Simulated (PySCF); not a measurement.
Compound: C8H9ClOS.
Numbering: `[CH3:1][CH:2]([CH3:3])[c:4]1[cH:5][s:6][c:7]([C:8](=[O:9])[Cl:10])[cH:11]1`

Cartesian coordinates in Å at the GFN2-xTB level; atoms count from 1:
```
atom  x, y, z in Å
C1    -1.7664    1.0848    0.9233
C2    -1.4824   -0.1243    0.0301
C3    -1.7413    0.2087   -1.4406
C4    -0.0671   -0.5909    0.2182
C5     0.2775   -1.8333    0.6811
S6     1.9639   -2.0805    0.7923
C7     2.2519   -0.4703    0.1990
C8     3.6087   -0.0334    0.0516
O9     4.6120   -0.6309    0.2833
Cl10   3.7106    1.6383   -0.5648
C11    1.0710    0.1870   -0.0573
H12   -1.5600    0.8461    1.9641
H13   -2.8102    1.3764    0.8358
H14   -1.1476    1.9303    0.6341
H15   -2.1499   -0.9405    0.3259
H16   -1.5188   -0.6498   -2.0702
H17   -2.7844    0.4807   -1.5832
H18   -1.1209    1.0415   -1.7619
H19   -0.3908   -2.6228    0.9665
H20    1.0392    1.1937   -0.4304
```

Definitions: NICS(0) = −σiso at the ring centroid; NICS(1) = −σiso and NICS(1)zz = −σzz at ±1 Å along the ring normal z. Level: GIAO PBE0/pcSseg-1 (PySCF, non-relativistic, gas phase) on the GFN2-xTB geometry, one conformer.

Ring bond lengths (Å), with Mayer bond orders in brackets: C4–C5 1.370 (1.53), C5–S6 1.708 (1.21), S6–C7 1.740 (1.15), C7–C11 1.376 (1.44), C11–C4 1.406 (1.27).

Problem. What do the NICS probes read (ppm)?

Solution. 
```tsv
ring	type	NICS(0)	NICS(1), two faces	NICS(1)zz, two faces	rms pucker (Å)	centre to ring atoms, mean (Å)
C4–C5–S6–C7–C11	5-membered ring with S; formal bonds all aromatic	-11.5	-10.8 / -10.8	-23.0 / -23.0	0.00	1.29
```

Problem. What can be read from them?

Solution. 
- C4–C5–S6–C7–C11: mean NICS(1)zz -23.0 ppm, shielded, aromatic by this magnetic criterion (flat ring, no four-coordinate atom).

Problem. What does the geometric index give? HOMA takes Krygowski's 1993 parameters.

Solution. 
- C4–C5–S6–C7–C11: HOMA 0.87; the largest term is that of S6–C7, α(R − Ropt)² = 0.37. The geometric and the magnetic index point the same way.

Problem. What is the mean of the two in-plane components of NICS at the second NICS(1) probe listed for ring C4–C5–S6–C7–C11, 1 Å off the ring?

Solution. The isotropic value is a third of the trace: (3 × -10.8 − (-23.0))/2 = -4.7 ppm.

Problem. List the ring angles and the Hirshfeld charges of the ring atoms.

Solution. 
- C4–C5–S6–C7–C11: C4 111.4° (-0.003 e), C5 113.7° (-0.064 e), S6 90.4° (+0.140 e), C7 111.3° (-0.058 e), C11 113.2° (-0.048 e); sum 540.0° against 540° for a flat convex ring.
